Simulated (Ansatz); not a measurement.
Program: Ansatz. Geometries: PBE0-D4/def2-TZVP. ΔE: electronic, gas phase. CCSD(T)/CBS is the MP2 limit (def2-TZVPP, def2-QZVPP) plus CCSD(T) − MP2 in def2-TZVPP, frozen cores. Functionals use def2-TZVPP. B3LYP here is the variant with VWN-RPA as its local correlation; programs differ in this. One conformer a species, not always the lowest.

Consider the isomerisation: `FCOC1=C[SiH2]1` → `CC1(F)[SiH2]C1=O`.

CCSD(T)/CBS gives +3.7 kcal/mol.

Task: Another level gave +2.3 kcal/mol. Which?
A. MP2/def2-TZVPP
B. r2SCAN/def2-TZVPP
C. PBE/def2-TZVPP
D. B3LYP/def2-TZVPP

Result: D. B3LYP 2.3, MP2/def2-TZVPP 4.4, PBE -1.9, r2SCAN 0.7 kcal/mol.

Largest T1 diagnostic among the species: 0.016.

In def2-TZVPP, CCSD(T) changes the Hartree–Fock value by −7.8 kcal/mol (the triples alone add −1.5 kcal/mol) and MP2 by −7.1 kcal/mol. From PBE to PBE0 (25 % exact exchange), in def2-TZVPP and without D4, ΔE moves by +4.2 kcal/mol.
